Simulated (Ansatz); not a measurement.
Stepwise reaction of `CB[SiH](N)N` with hydrogen, as a gas-phase model of exchange steps in deposition or etching. ΔE in kJ/mol.

Computed with Ansatz on PBE0-D4/def2-TZVP structures; ΔE is electronic, products minus reactants. CCSD(T)/CBS is the MP2 limit (def2-TZVPP, def2-QZVPP) plus CCSD(T) − MP2 in def2-TZVPP, frozen cores. This one scheme is used for every species. DFT in def2-TZVPP. B3LYP here is the variant with VWN-RPA as its local correlation; programs differ in this. One conformer a species, not always the lowest.

```
step                             reaction  PBE-D4  B3LYP-D4  ωB97M-V  CCSD(T)/CBS
   2  `CB[SiH2]N` + H₂ → `CB[SiH3]` + NH₃    14.6      18.0     18.5         18.3
```

(1) Give the row of step 1, `CB[SiH](N)N` + H₂ → `CB[SiH2]N` + NH₃. (Estimate.)

(2) By hand: ΔE of the 2 steps together at CCSD(T)/CBS.

Results:

(1) The calculation gave: 
```json
{"step": "1", "reaction": "`CB[SiH](N)N` + H₂ → `CB[SiH2]N` + NH₃", "PBE-D4": "33.1", "B3LYP-D4": "35.3", "ωB97M-V": "34.7", "CCSD(T)/CBS": "35.7"}
```

(2) (35.7) + (18.3) = 54.0 kJ/mol, or 27.0 kJ/mol a step.

In ΔE each step is lower than the one before. All are uphill at CCSD(T)/CBS. PBE-D4 differs from CCSD(T)/CBS by -3.7 to -2.6 kJ/mol a step. Isolated molecules leave out the surface, adducts and barriers. Largest T1 diagnostic: 0.012.
